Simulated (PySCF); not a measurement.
Isomers of C5H10O2S.

All values: PBE0/pcSseg-1 (PySCF) at GFN2-xTB geometries, gas phase, one conformer each.

(1) Rank by the lowest Hirshfeld charge on any atom, highest value first.
A. `[CH3:1][CH2:2][C:3](=[O:4])[O:5][CH2:6][S:7][CH3:8]` with C1–C2–C3–O4 88°, C2–C3–O5–C6 -179°, C3–O5–C6–S7 102°, O5–C6–S7–C8 65°
B. `[CH3:1][C:2]1([CH3:3])[CH2:4][CH2:5][S:6]1(=[O:7])=[O:8]` with C1–C2–C4–C5 -95°, C2–C4–C5–S6 -16°, C4–C5–S6–O7 127°, C1–C2–S6–C5 101°
C. `[CH3:1][CH2:2]/[CH:3]=[CH:4]/[S:5]([CH3:6])(=[O:7])=[O:8]` with C1–C2–C3–C4 123°, C3–C4–S5–C6 111°

(2) Rank by HOMO–LUMO gap, highest first.
A. `[CH3:1][CH2:2][C:3](=[O:4])[O:5][CH2:6][S:7][CH3:8]` with C1–C2–C3–O4 88°, C2–C3–O5–C6 -179°, C3–O5–C6–S7 102°, O5–C6–S7–C8 65°
B. `[CH2:1]=[CH:2][C@@H:3]([CH3:4])[S:5]([CH3:6])(=[O:7])=[O:8]` with C1–C2–C3–C4 133°, C2–C3–S5–C6 62°
C. `[CH3:1][CH2:2]/[CH:3]=[CH:4]/[S:5]([CH3:6])(=[O:7])=[O:8]` with C1–C2–C3–C4 123°, C3–C4–S5–C6 111°
D. `[CH3:1][C:2]1([CH3:3])[CH2:4][CH2:5][S:6]1(=[O:7])=[O:8]` with C1–C2–C4–C5 -95°, C2–C4–C5–S6 -16°, C4–C5–S6–O7 127°, C1–C2–S6–C5 101°
E. `[CH3:1][S:2](=[O:3])(=[O:4])[CH:5]1[CH2:6][CH2:7][CH2:8]1` with C1–S2–C5–C6 176°, S2–C5–C6–C7 -102°, C5–C6–C7–C8 -11°, C6–C7–C8–C5 11°, S2–C5–C8–C7 100°

Results:

(1) A (-0.253 e), B (-0.313 e), C (-0.332 e).

(2) D (9.04 eV), E (8.90 eV), C (7.29 eV), B (7.15 eV), A (6.80 eV).

All values together:

| SMILES | μ (D) | HOMO (eV) | LUMO (eV) | lowest IAO charge (e) | highest IAO charge (e) | lowest Hirshfeld charge (e) | highest Hirshfeld charge (e) |
| --- | --- | --- | --- | --- | --- | --- | --- |
| C=C[C@@H](C)S(C)(=O)=O | 4.46 | -7.71 | -0.57 | -0.901 (O) | +1.971 (S) | -0.324 (O) | +0.521 (S) |
| CC/C=C/S(C)(=O)=O | 5.18 | -8.13 | -0.84 | -0.902 (O) | +2.008 (S) | -0.332 (O) | +0.513 (S) |
| O=S1(=O)CCCCC1 | 5.08 | -7.95 | 0.87 | -0.903 (O) | +1.983 (S) | -0.336 (O) | +0.517 (S) |
| CC1(C)CCS1(=O)=O | 4.94 | -8.00 | 1.03 | -0.878 (O) | +1.938 (S) | -0.313 (O) | +0.512 (S) |
| C/C=C/CS(C)(=O)=O | 5.25 | -7.50 | -0.31 | -0.901 (O) | +1.989 (S) | -0.334 (O) | +0.520 (S) |
| CS(=O)(=O)C1CCC1 | 4.49 | -8.04 | 0.86 | -0.904 (O) | +1.983 (S) | -0.330 (O) | +0.521 (S) |
| CCC(=O)OCSC | 3.25 | -6.73 | 0.07 | -0.509 (C) | +0.527 (C) | -0.253 (O) | +0.220 (C) |

Conformers: `[CH2:1]=[CH:2][C@@H:3]([CH3:4])[S:5]([CH3:6])(=[O:7])=[O:8]` with C1–C2–C3–C4 133°, C2–C3–S5–C6 62°; `[CH3:1][CH2:2]/[CH:3]=[CH:4]/[S:5]([CH3:6])(=[O:7])=[O:8]` with C1–C2–C3–C4 123°, C3–C4–S5–C6 111°; `[O:1]=[S:2]1(=[O:3])[CH2:4][CH2:5][CH2:6][CH2:7][CH2:8]1` with O1–S2–C4–C5 172°, S2–C4–C5–C6 -63°, C4–C5–C6–C7 65°, C5–C6–C7–C8 -65°; `[CH3:1][C:2]1([CH3:3])[CH2:4][CH2:5][S:6]1(=[O:7])=[O:8]` with C1–C2–C4–C5 -95°, C2–C4–C5–S6 -16°, C4–C5–S6–O7 127°, C1–C2–S6–C5 101°; `[CH3:1]/[CH:2]=[CH:3]/[CH2:4][S:5]([CH3:6])(=[O:7])=[O:8]` with C2–C3–C4–S5 115°, C3–C4–S5–C6 -60°; `[CH3:1][S:2](=[O:3])(=[O:4])[CH:5]1[CH2:6][CH2:7][CH2:8]1` with C1–S2–C5–C6 176°, S2–C5–C6–C7 -102°, C5–C6–C7–C8 -11°, C6–C7–C8–C5 11°, S2–C5–C8–C7 100°; `[CH3:1][CH2:2][C:3](=[O:4])[O:5][CH2:6][S:7][CH3:8]` with C1–C2–C3–O4 88°, C2–C3–O5–C6 -179°, C3–O5–C6–S7 102°, O5–C6–S7–C8 65°.
